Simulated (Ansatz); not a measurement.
C₅H₁₂O₂Sn⁺, that is Sn(OAc)Me3 with one electron fewer, relaxed as a doublet with UKS r2SCAN-D4/def2-SVP in Ansatz, starting from the r2SCAN-D4/def2-SVP geometry of the neutral singlet. Force threshold 0.02 eV/Å.

In the def2 sets Sn takes a core potential; there is no spin–orbit coupling.

Start:

Cartesian coordinates in Å:
```
Sn 0.190 0.688 -0.543
O 0.185 -0.344 1.296
C -0.434 -1.475 1.064
C -0.560 -2.388 2.255
O -0.873 -1.754 -0.052
H -1.078 -3.313 1.977
H -1.109 -1.871 3.057
H 0.441 -2.616 2.651
C -1.843 1.147 -1.055
H -2.277 0.311 -1.619
H -1.895 2.073 -1.646
H -2.415 1.286 -0.126
C 1.380 -0.435 -1.932
H 1.853 0.233 -2.667
H 0.748 -1.175 -2.442
H 2.167 -0.962 -1.374
C 1.241 2.422 0.190
H 2.226 2.125 0.581
H 0.666 2.893 1.001
H 1.386 3.156 -0.617
```

```
         step  energy (eV)  largest force component (eV/Å)  SCF passes
            1  -15288.6768                           2.146          28
            2  -15288.8752                           0.903          30
            3  -15289.0346                           0.794          30
            4  -15289.1818                           1.139          34
            5  -15289.3118                           0.460          29
            6  -15289.3543                           0.323          27
            7  -15289.3643                           0.190          23
            8  -15289.3697                           0.136          23
            9  -15289.3710                           0.073          24
10 (rejected)  -15289.3709                           0.079          23
           11  -15289.3715                           0.020          16
```

Force components are those of the run's own axes.

End:

```tsv
atom	x (Å)	y (Å)	z (Å)
Sn1	-0.0733	0.2569	-0.7400
O2	0.2086	-0.3108	1.3215
C3	-0.3935	-1.4388	1.1498
C4	-0.5566	-2.3890	2.2746
O5	-0.8294	-1.6831	-0.0208
H6	-1.0798	-3.2938	1.9468
H7	-1.1124	-1.8944	3.0860
H8	0.4356	-2.6403	2.6794
C9	-1.9112	1.3049	-0.9811
H10	-2.5980	0.6235	-1.5052
H11	-1.7643	2.2271	-1.5581
H12	-2.2985	1.5302	0.0226
C13	1.5657	-0.4007	-1.9296
H14	1.9359	0.4109	-2.5693
H15	1.1978	-1.2395	-2.5392
H16	2.3534	-0.7493	-1.2467
C17	1.1775	2.3382	0.1091
H18	2.0766	1.8038	0.4319
H19	0.4412	2.6060	0.8736
H20	1.2247	2.9381	-0.8054
```

Bonds formed: Sn1–C3, Sn1–O5 (atoms count from 1).

No frequencies were taken in this run, so the end may be a saddle point.

It took 1.8 min on 4 threads of Intel Xeon on a shared host.
